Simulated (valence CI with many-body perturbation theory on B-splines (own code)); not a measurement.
The numbers below are computed, except where a source is named.
# Os5+ in three bases

Method: valence CI with perturbative core correlation (CI+MBPT): three valence electrons over a frozen Dirac-Fock core [Xe] 4f14, radial functions for each j: 7 s, 7 p, 8 d, 6 f, 4 g, 1 h, with the one-electron correlation potential Σ1 (screened to all orders), the two-electron term Σ2, the three-electron term Σ3, Breit, model QED; selected single and double excitations, second order for the rest, scaled by the run's own slope (own B-spline code, finite nucleus).

Set against measurement, 32 paired levels are off by 1065 cm⁻¹ on average, the worst by 2265. Only levels of the ground parity were solved; by the run's estimate the other parity begins above the list, which can be wrong where configurations are misplaced.

The reference run has the lowest level 5d³ ⁴F_3/2 and an ionisation energy of 70.7529 eV. Its largest variational space holds 8490 state functions.

Names give the largest LS component (configuration and term), which can be under half, so a name can repeat, a term be missing and a line seem to break the LS rules; names also repeat where a configuration has a term twice. Letters in brackets count levels of one name in rising energy.

Changed runs:
A. basis 6 s, 6 p, 5 d, 5 f, 1 g
B. basis 5 s, 5 p, 4 d, 4 f

Excitation energies of the reference run in cm⁻¹, and shifts in cm⁻¹:

```tsv
Level	Reference	A	B
5d³ ⁴F_5/2	6275	-48	-100
5d³ ⁴F_7/2	11359	-29	-13
5d³ ⁴F_9/2	14702	+46	+251
5d³ ⁴P_3/2	14995	+120	+468
5d³ ⁴P_1/2	17325	+86	+412
5d³ ²G_7/2	23109	+154	+638
5d³ ²H_9/2	24051	+119	+672
5d³ ⁴P_5/2	25358	+49	+298
5d³ ²D_3/2 [a]	28474	+131	+451
5d³ ²P_1/2	29526	+156	+642
5d³ ²H_11/2	32263	+211	+1103
5d³ ²D_5/2 [a]	35198	+216	+687
Ionisation energy (eV)	70.7529	-0.0346	-0.0585
```
